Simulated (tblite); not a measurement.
C8H9O (doublet state).
Cartesian coordinates in Å at the GFN2-xTB level; atoms count from 1:
```xyz
18
C8H9O angstrom
C      0.7269    1.4732    0.1014
C      2.0142    1.0794   -0.0720
C      2.3921   -0.2751   -0.0661
C      1.4135   -1.2812   -0.0416
C      0.1132   -0.9254    0.1315
O     -0.9588   -1.7341   -0.0639
C     -2.1389   -0.9368   -0.0654
C     -1.6849    0.5154   -0.2510
C     -0.3193    0.4729    0.4548
H      0.4378    2.5115    0.0659
H      2.7771    1.8237   -0.2504
H      3.4290   -0.5431   -0.1841
H      1.6766   -2.3114   -0.2232
H     -2.7860   -1.3012   -0.8657
H     -2.6537   -1.0666    0.8957
H     -2.3824    1.2249    0.1868
H     -1.5517    0.7444   -1.3094
H     -0.5133    0.5358    1.5450
```

All values are computed: GFN2-xTB (tblite) harmonic vibrations without scaling, gas phase. The method is semi-empirical: single wavenumbers can be off by several per cent or more. One conformer, not necessarily the lowest. Open shells enter through the occupations alone, without spin polarisation, and single modes of such species can be off by tens of per cent.

Harmonic wavenumbers (cm⁻¹): 122.3, 163.5, 251.9, 342.7, 384.0, 472.2, 500.9, 526.5, 604.1, 651.7, 686.0, 759.6, 795.4, 846.3, 861.4, 880.9, 900.6, 973.3, 1008.6, 1039.3, 1042.3, 1060.4, 1107.7, 1142.8, 1147.2, 1162.9, 1176.1, 1212.5, 1240.2, 1245.9, 1274.7, 1306.7, 1324.6, 1363.6, 1399.8, 1471.0, 1483.6, 1522.6, 1602.1, 2733.1, 2897.5, 2978.2, 2994.6, 3030.5, 3072.3, 3093.4, 3096.7, 3111.9.

A = 3504, B = 1563, C = 1127 MHz; mass 121.065 u (most abundant isotopes); point group C1, symmetry number 1; spin multiplicity 2.

Zero-point energy?

½Σν̃ = 32033 cm⁻¹ = 91.59 kcal/mol.

Give the ideal-gas entropy at 298.15 K and 1 bar in the rigid-rotor, harmonic-oscillator model (classical rotation).

Translation 40.31, rotation 28.34, vibration 14.67, spin (R ln 2) 1.38: S = 84.7 cal/(mol K).

And Cp and H(298.15 K) − H(0)?

Cp = 31.19 cal/(mol K), of which vibrations give 23.24 (their classical limit is 48 R = 95.4); H(298.15 K) − H(0) = 5.11 kcal/mol without the zero-point energy, 2.74 from vibrations.

What must be added to the electronic energy to get the Gibbs energy at 298.15 K and 1 bar?

ZPE + [H(298.15 K) − H(0)] − T·S = 91.59 + 5.11 − 25.25 = 71.45 kcal/mol.

Which modes carry the vibrational entropy at 298.15 K?

122.3 cm⁻¹: 3.06; 163.5 cm⁻¹: 2.51; 251.9 cm⁻¹: 1.72; 342.7 cm⁻¹: 1.20; 384.0 cm⁻¹: 1.02; 472.2 cm⁻¹: 0.73 cal/(mol K); the other 42 give 4.42 together.

How do the functions run with temperature in this model?

| T (K) | S (cal/(mol K)) | Cp (cal/(mol K)) | H − H(0) (kcal/mol) | G − H(0) (kcal/mol) | ln q(vib) |
| --- | --- | --- | --- | --- | --- |
| 100 | 63.6 | 12.4 | 0.95 | -5.41 | 0.33 |
| 200 | 74.5 | 20.7 | 2.58 | -12.33 | 1.37 |
| 300 | 84.9 | 31.4 | 5.17 | -20.30 | 2.78 |
| 500 | 105.9 | 51.6 | 13.57 | -39.38 | 6.33 |
| 800 | 134.6 | 70.2 | 32.12 | -75.58 | 12.35 |
| 1000 | 151.2 | 77.8 | 46.97 | -104.19 | 16.35 |

q(vib) and H(0) count from the zero-point level.

Blend soft modes into free rotors: weight 1/[1 + (100 cm⁻¹/ν̃)⁴] for the oscillator and the rest for a rotor with moment μB/(μ + B), μ = h/(8π²ν), B = 10⁻⁴⁴ kg m². What vibrational entropy results?

14.54 cal/(mol K) in place of 14.67, which changes −T·S at 298.15 K by +0.04 kcal/mol.

Hindered rotation and anharmonicity are outside this model. Other conformers, if any are populated, would add a mixing term that is left out. The structure is chiral; the term R ln 2 for an equal mix with its mirror image is left out.

The run took 0.53 s wall on an Arm Neoverse V2 with one thread, shared host. The figure is for the frequency step alone.
